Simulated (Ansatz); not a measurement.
`C[SiH]([AlH2])Cl` + H₂ → `C[SiH2]Cl` + `[AlH3]`  (hydrogenolysis of the Si–Al bond)

Gas-phase electronic energies from Ansatz, PBE0-D4/def2-TZVP geometries. CBS: MP2 limit from def2 TZ/QZ plus the TZ coupled-cluster correction, frozen cores. This one scheme is used for every species. DFT in def2-TZVPP. B3LYP here is the variant with VWN-RPA as its local correlation; programs differ in this. HSE06 is defined as in plane-wave codes.

```csv
level,ΔE (kcal/mol),difference from CCSD(T)/CBS
LDA (SPW92),-3.0,2.4
PBE-D4,-1.7,3.7
revPBE-D4,-1.5,3.9
BLYP-D4,-4.3,1.1
r2SCAN-D4,-4.3,1.1
B97M-V,-8.6,-3.2
PBE0-D4,-3.4,2.0
B3LYP-D4,-5.5,-0.1
r2SCANh-D4,-4.7,0.7
r2SCAN0-D4,-5.3,0.1
HSE06-D4,-3.4,2.0
CAM-B3LYP-D4,-7.5,-2.1
ωB97X-V,-6.3,-0.9
ωB97M-V,-7.2,-1.8
B2PLYP,-7.3,-1.9
PBE,-3.0,2.4
revPBE,-3.3,2.1
BLYP,-6.6,-1.2
r2SCAN,-4.7,0.7
r2SCANh,-5.1,0.3
r2SCAN0,-5.7,-0.3
HSE06,-4.5,0.9
BHLYP,-9.5,-4.1
CAM-B3LYP,-8.8,-3.4
LC-ωPBE,-6.5,-1.1
RPA@PBE/def2-TZVPP,-6.7,-1.3
HF/def2-SVP,-13.7,-8.3
MP2/def2-SVP,-8.7,-3.3
CCSD/def2-SVP,-9.3,-3.9
CCSD(T)/def2-SVP,-8.5,-3.1
HF/def2-TZVPP,-12.8,-7.4
MP2/def2-TZVPP,-6.3,-0.9
SCS-MP2/def2-TZVPP,-7.7,-2.3
CCSD/def2-TZVPP,-7.3,-1.9
CCSD(T)/def2-TZVPP,-6.0,-0.6
HF/def2-QZVPP,-13.0,-7.6
MP2/def2-QZVPP,-6.0,-0.6
SCS-MP2/def2-QZVPP,-7.4,-2.0
HF/CBS(def2),-13.0,-7.6
CCSD/CBS(def2),-6.6,-1.2
CCSD(T)/CBS,-5.4,0
```

Largest T1 diagnostic among the species: 0.010.

From r2SCAN to r2SCAN0 (25 % exact exchange), in def2-TZVPP and without D4, ΔE moves by −1.1 kcal/mol. At CCSD(T), def2-SVP lies −3.1 kcal/mol from the extrapolated value and def2-TZVPP −0.6 kcal/mol. The D4 term adds +2.0 kcal/mol with B3LYP and +1.2 kcal/mol with PBE0; it sums over pairs of atoms, weighted by their polarisabilities, and B3LYP, whose exchange is more repulsive, gets the larger term.
